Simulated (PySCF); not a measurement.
# Potential energy of NaCa⁺ along the bond

Set-up: basis Na x2c-SVPall, Ca x2c-SVPall; spin-free X2C with a Gaussian nucleus; PySCF 2.14. Energies in eV from Na⁺ + Ca in their ground configurations at the same level. State: ¹Σ⁺ (singlet), closed shell.

```json
{"R (Å)": "3.060", "PW91": "-0.941"}
{"R (Å)": "3.202", "PW91": "-1.030"}
{"R (Å)": "3.345", "PW91": "-1.080"}
{"R (Å)": "3.451", "PW91": "-1.096"}
{"R (Å)": "3.558", "PW91": "-1.100"}
{"R (Å)": "3.665", "PW91": "-1.092"}
{"R (Å)": "3.807", "PW91": "-1.069"}
{"R (Å)": "3.985", "PW91": "-1.027"}
{"R (Å)": "4.198", "PW91": "-0.963"}
{"R (Å)": "4.483", "PW91": "-0.871"}
```

**Question.** Put a parabola through the three lowest points of the PW91 curve and estimate Re, k and ωe (reduced mass 14.59 u; 1 eV/Å² = 0.16022 mdyn/Å; ωe = 1302.8·√(k/μ) cm⁻¹).

**Answer.** Through R = 3.451, 3.558, 3.665 Å the second-order coefficient is 0.524 eV/Å², so Re ≈ 3.540 Å, k ≈ 0.168 mdyn/Å and ωe ≈ 140 cm⁻¹. A polynomial fit of higher order to the unrounded PW91 energies gives Re = 3.532 Å, k = 0.160 mdyn/Å, ωe = 136 cm⁻¹; anharmonicity and rounding make the difference.

The higher-order fit for each curve: PW91: Re = 3.532 Å, ωe = 136 cm⁻¹, De = 1.10 eV.

Closed-shell solutions of metal pairs were not tested for spin polarisation, which can lower them a little. For an ion De counts to the pair picked by the measured ionisation energies or electron affinities, which need not be the lowest pair at this level.
